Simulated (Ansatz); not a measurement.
CH6OTe, closed shell: a pair in one relaxed arrangement.

The input file, in.yaml:

```yaml
crystal:
  periodic: [false, false, false]
  atoms:
    - {symbol: C, position_ang: [-0.071992, 0.550089, -1.375414]}
    - {symbol: O, position_ang: [-0.441557, -0.682471, -0.792967]}
    - {symbol: H, position_ang: [-0.673886, 1.320912, -0.894085]}
    - {symbol: H, position_ang: [-0.276558, 0.571977, -2.451732]}
    - {symbol: H, position_ang: [0.985808, 0.786093, -1.209795]}
    - {symbol: H, position_ang: [0.084364, -1.383273, -1.184588]}
    - {symbol: Te, position_ang: [-0.500379, -0.672344, 2.268613]}
    - {symbol: H, position_ang: [0.952399, -0.048554, 1.782685]}
    - {symbol: H, position_ang: [-0.058099, -0.442530, 3.857283]}
basis:
  gaussian: {orbitals: "def2-TZVPPD.json"}
hamiltonian: {xc: {name: B97M-V}}
```

The basis file named in the input lies beside it (Basis Set Exchange, JSON).

Launched with

```bash
ansatz run in.yaml --threads 4 --pin off --events-out ev --progress --plain --max-ram 9574MiB
```

The run's output (Ansatz 0.2.0):

```
Functional definition: B97M-V
  name "B97M-V"
  cite "Mardirossian & Head-Gordon, J. Chem. Phys. 142, 074111 (2015) doi:10.1063/1.4907719"
  cite "Becke, J. Chem. Phys. 107, 8554 (1997) doi:10.1063/1.475007"
  cite "Vydrov & Van Voorhis, J. Chem. Phys. 133, 244103 (2010) doi:10.1063/1.3521275"
  # Of w^i u^j: cxij and so on, Table III.
  parameter cx00 = 1.000
  parameter cx01 = 1.308
  parameter cx02 = 1.901
  parameter cx10 = 0.416
  parameter cx11 = 3.070
  parameter css00 = 1.000
  parameter css02 = -1.855
  parameter css10 = -5.668
  parameter css32 = -20.497
  parameter css42 = -20.364
  parameter cos00 = 1.000
  parameter cos01 = 1.573
  parameter cos03 = -6.298
  parameter cos10 = 2.535
  parameter cos32 = -6.427
  parameter b = 6.0
  parameter c = 0.01
  gx(w, u) = cx00 + cx01*u + cx02*u^2 + (cx10 + cx11*u)*w
  gss(w, u) = css00 + css02*u^2 + css10*w + (css32*w^3 + css42*w^4)*u^2
  gos(w, u) = cos00 + cos01*u + cos03*u^3 + cos10*w + cos32*w^3*u^2
  exchange = spin_sum(e_x_unif_s*gx(b97_w, b97_u_x))
  correlation = spin_sum(e_c_pw_mod_same_spin*gss(b97_w, b97_u_same))
      + integral(e_c_pw_mod_opposite_spin*gos(b97_w_opposite, b97_u_opposite)) + vv10(b, c)
1161 factors; their error is unknown
mean field evaluation 1: about -10469.6601 eV, gradient 5.2e1 eV
mean field evaluation 2: about -10458.8374 eV, gradient 9.0e1 eV
mean field evaluation 4: about -10475.1373 eV, gradient 5.4e0 eV
mean field evaluation 8: about -10475.1959 eV, gradient 8.0e-2 eV
mean field evaluation 16: about -10475.1680 eV, gradient 3.7e-4 eV
mean field -10475.16797625 eV, -384.9553228033 hartree, gradient 2.3e-5 eV, S^2 0.000000; 0 other end points of the search recorded, 0 dependent functions left out
reference -10475.16806857 eV, -384.9553261960 hartree; 22, 22 occupied and 216, 216 virtual orbitals, 1161 factors
Total energy: -10475.16806857 eV, -384.9553261960 hartree
```

The run took about 2.4 s on 4 CPU threads of an AMD EPYC 9R45 (shared host).
